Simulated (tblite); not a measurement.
Q: What does the GFN2-xTB structure of `C=C(C)c1c[c]c(Cl)s1` [radical] look like in three dimensions? (Doublet state.)

A: 
Z-matrix in Å and degrees, rows numbered from 1:
```
C 
C   1  1.3325
C   2  1.5009  1  122.10
C   2  1.4488  1  121.38  3  -179.94
C   4  1.3729  2  127.93  1  -177.10
C   5  1.3935  4  111.44  2   179.81
C   6  1.3294  5  117.94  4     0.25
Cl  7  1.6984  6  131.51  5   179.65
S   4  1.7535  2  120.86  1     2.70
H   1  1.0770  2  121.66  3  -179.75
H   1  1.0755  2  121.60  3     0.17
H   3  1.0861  2  110.26  1    -1.31
H   3  1.0886  2  110.44  1  -121.53
H   3  1.0885  2  110.37  1   118.73
H   5  1.0728  4  124.64  2     0.01
```

The C–C distances run from 1.329 Å (C6–C7, aromatic) to 1.501 Å (C2–C3, drawn single), a spread of 0.172 Å. C2 (carbon bonded to 3 C) is planar (angles 122.1°, 121.4° and 116.5°, sum 360.0°, 0.00 Å off the plane of its three neighbours). The 5-membered ring C4–C5–C6–C7–S9 has internal angles of 90.9° to 117.9°; it is planar, 0.00 Å rms from its mean plane, widest ring torsion 0°. C1 (carbon bonded to C and 2 H) is planar (angles 121.7°, 121.6° and 116.7°, sum 360.0°, 0.00 Å off the plane of its three neighbours).

Structure optimised with GFN2-xTB, isolated species. This method treats the open shell by occupation alone, without spin polarisation.

Point group: near Cs, missed by 0.15 Å at most; the miss may be what the optimiser left on a soft mode. Its GFN2-xTB frequencies are all real (lowest 47 cm⁻¹). Torsions: C1–C2–C4–C5 -177°.

One conformer stands for the species.

These are computed values.
